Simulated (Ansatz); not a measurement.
Consider the ligand exchange at the Si–I bond: `Cl[SiH](Cl)I` + `O[SiH2]O` → `O[SiH2]O[SiH](Cl)Cl` + HI.

Gas-phase electronic energies from Ansatz, PBE0-D4/def2-TZVP geometries. CCSD(T)/CBS adds triple-zeta CCSD(T) − MP2 to the extrapolated MP2 energy (def2 sets, frozen cores). Functionals use def2-TZVPP. def2 core potentials past Kr. For I outer-core shells are correlated without core-valence functions, which leaves a few kJ/mol of doubt a bond. One conformer a species, not always the lowest.

```csv
level,ΔE (kJ/mol)
ωB97M-V,-50.6
CCSD/CBS(def2),-49.1
```

What does CCSD(T)/CBS give? (An estimate is asked.)

Computed: -46.2 kJ/mol. The listed levels differ from it by -4.4, -2.9 kJ/mol.

Largest T1 diagnostic among the species: 0.011.

In def2-TZVPP, CCSD(T) changes the Hartree–Fock value by +11.5 kJ/mol (the triples alone add +2.9 kJ/mol) and MP2 by +21.8 kJ/mol. The D4 term adds −3.6 kJ/mol with B3LYP and −2.6 kJ/mol with PBE0; it sums over pairs of atoms, weighted by their polarisabilities, and B3LYP, whose exchange is more repulsive, gets the larger term. From PBE to PBE0 (25 % exact exchange), in def2-TZVPP and without D4, ΔE moves by −5.5 kJ/mol.

B3LYP here is the variant with VWN-RPA as its local correlation; programs differ in this.
